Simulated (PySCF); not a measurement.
Bonds: B1-C2 1.560 Å, B1-C6 1.560 Å, B1-C10 1.557 Å, C10-N11 1.161 Å. C2 carries H3, H4, H5; C6 carries H7, H8, H9.

Geometry: PBE0-D3(BJ)/def2-SVP; GIAO shifts from PySCF 2.14.0 with density-fitted response routines, gas phase, non-relativistic, averaged over equivalent atoms.

At PBE0/pcSseg-1 (115 basis functions, 9.9 s wall time on 1 thread of an Arm Neoverse V1, shared host):
```
            atoms  δ (ppm)
               B1     73.2
              C10    132.1
            C2/C6     18.4
H3/H4/H5/H7/H8/H9     1.20
              N11    384.1
```

Scale: BF3·OEt2 for 11B (σ = 100.73 ppm); 13C (σ = 184.41 ppm), 1H (σ = 31.27 ppm) vs TMS; NH3 for 15N (σ = 265.67 ppm) (reference shieldings calculated alike).

Problem. Estimate the result of repeating the calculation with B3LYP/pcSseg-1.

Solution. 
```json
{"atoms": "B1", "δ at B3LYP/pcSseg-1": "73.9", "change": "+0.7"}
{"atoms": "C10", "δ at B3LYP/pcSseg-1": "130.5", "change": "-1.6"}
{"atoms": "C2/C6", "δ at B3LYP/pcSseg-1": "17.9", "change": "-0.5"}
{"atoms": "H3/H4/H5/H7/H8/H9", "δ at B3LYP/pcSseg-1": "1.16", "change": "-0.04"}
{"atoms": "N11", "δ at B3LYP/pcSseg-1": "385.4", "change": "+1.3"}
```

Shifts are taken against calculated references (same method and geometry level): 11B (97.83 ppm) against BF3·OEt2; 13C (179.24 ppm), 1H (31.38 ppm) against TMS; 15N (263.54 ppm) against NH3.

The largest change is at C10 (carbon bonded to B, N). Cost: 115 basis functions, 5.7 s wall time on 1 thread of an Arm Neoverse V1, shared host.

A carbon bonded to boron is broadened by the quadrupolar boron nucleus and is often missing from a measured spectrum. Experimental scales use liquid or dissolved standards, which lie at an offset from isolated NH3 (liquid NH3: subtract about 20 ppm). Unscaled 15N shifts of sp2 nitrogen come out 20 to 40 ppm too high even then.
